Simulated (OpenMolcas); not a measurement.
Ti3+ with 3 ligands (chloride) in trigonal planar coordination (D3h). Ligand basis ANO-RCC-VDZP.

```yaml
Program: OpenMolcas
Method: CASSCF
Basis: ANO-RCC-VTZP [6s5p3d2f1g]
Scalar_Hamiltonian: DKH2, point nucleus
Active_space: 1 electron in 5 orbitals (3d)
State_averaging: 2S+1 = 2 even, 5 roots
Spin-orbit_coupling: state interaction with AMFI integrals over the reference wave functions
```

All ligands move together. At R = 2.23 Å the first state of the same spin is 2542 cm-1, and at R = 2.28 Å it is 2216 cm-1.

Question: A third run gives 3533 cm-1. What distance was it run at?

Answer: With a power law R^-n the two known points give n = -ln(2216 / 2542) / ln(2.28 / 2.23) = 6.19. Then R = 2.23 × (2542 / 3533)^(1/6.19) = 2.115 Å. The run was at 2.12 Å, so the estimate is off by -0.005 Å.

Ligand-to-metal charge-transfer states are missing. With metal d orbitals alone and no dynamic correlation the field as a rule comes out too small, by tens of per cent, by up to half for chloride and softer ligands. The least metal-like active orbital is 82 % on the metal (Löwdin) and no ligand orbital is active, so the numbers are rough (holds for R = 2.12). No measured value stands beside these numbers; the geometry was imposed, not optimised, and the real ion may take another.
